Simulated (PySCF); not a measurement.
I₆In₂, SMILES [I+]1[In-]([I+][In-]1([I])[I])([I])[I].

Geometry: PBE0-D3(BJ)/def2-SVP. The def2 effective core potentials stand for the cores of I, In; spin–orbit coupling is left out.

Two levels are set side by side: TDA-PBE/def2-SVP (PySCF) and TDA-CAM-B3LYP/def2-SVP (PySCF). Vertical, same geometry. The lowest singlet is HOMO→LUMO 95 % with PBE and HOMO→LUMO 61 %, HOMO−1→LUMO+1 36 % with the other functional; states are paired by order. Differences are taken from unrounded values.

| quantity | TDA-CAM-B3LYP | TDA-PBE | TDA-PBE minus TDA-CAM-B3LYP |
|---|---|---|---|
| lowest singlet excitation (eV) | 3.77 | 2.66 | -1.11 |
| lowest triplet excitation (TDA) (eV) | 3.43 | 2.55 | -0.88 |

A lower first singlet is the usual sign of a functional without exact exchange. Differences between two approximate levels are no errors against the true value.

Rough cost on one machine, each run with all the roots and properties that it gave: TDA-CAM-B3LYP against TDA-PBE about 5 times.
